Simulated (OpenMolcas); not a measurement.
Pt2+ among 4 point charges of -2 e arranged as a tetrahedron (Td), 1.8 Å from the ion.

| Item | Value |
| --- | --- |
| Program | OpenMolcas 26.06 |
| Method | SS-CASPT2, IPEA 0.25 Eh, imaginary shift 0.1 Eh (closed shells correlated: 4f 5s 5p) |
| Basis | ANO-RCC-VTZP [8s7p5d3f1g] |
| Scalar Hamiltonian | DKH2, point nucleus |
| Active space | 8 electrons in 5 orbitals (5d) |
| State averaging | 2S+1 = 3 even, 10 roots; 2S+1 = 1 even, 15 roots |
| Spin-orbit coupling | state interaction with AMFI integrals over the reference wave functions |

(1) What is the spin-free ground state (labels of Td)?

(2) Where is the first state of the same spin?

(3) What are the lowest two levels with spin-orbit coupling?

(4) What is χT at 300 K, and how does it compare with the textbook value?

## Answers

(1) 3T1, 3-fold in its orbital part, 99 % from free-ion F terms; it has the highest spin that d8 allows.

(2) 3T2 at 2130 cm-1 above the ground state.

(3) A 1-fold level A1, then a 3-fold level T1 410 cm-1 above it. Their leading multiplicities are 3 (97 %) and 3 (96 %).

(4) The lowest level has 2S+1 = 3, for which the spin-only value is χT = S(S+1) / 2 = 1.000 cm3 K/mol (g = 2). The computed 2.736 at 300 K differs by +1.736, through orbital momentum, spin-orbit coupling and any other state in reach. With a threefold ground state the orbital momentum is unquenched, so the spin-only value is not expected to hold.

Roots that are degenerate in the reference are averaged as groups; the widest CASPT2 spread within a group is 530 cm-1 (the 3-fold group of multiplicity 3 near 2130 cm-1 above the lowest state of its run). Shifts and gaps below about the spread of the groups concerned are not significant. An orbital triplet at a regular site is open to Jahn-Teller coupling, which can distort the site and quench the lowest spin-orbit gaps and is left out. Real 4d8 and 5d8 ions are as a rule square planar and diamagnetic. Free-ion shares, where given, are those of the reference states; single-state CASPT2 does not remix them. Point charges carry no covalency, so the field is a model and not that of real ligands. No measured value stands beside these numbers.
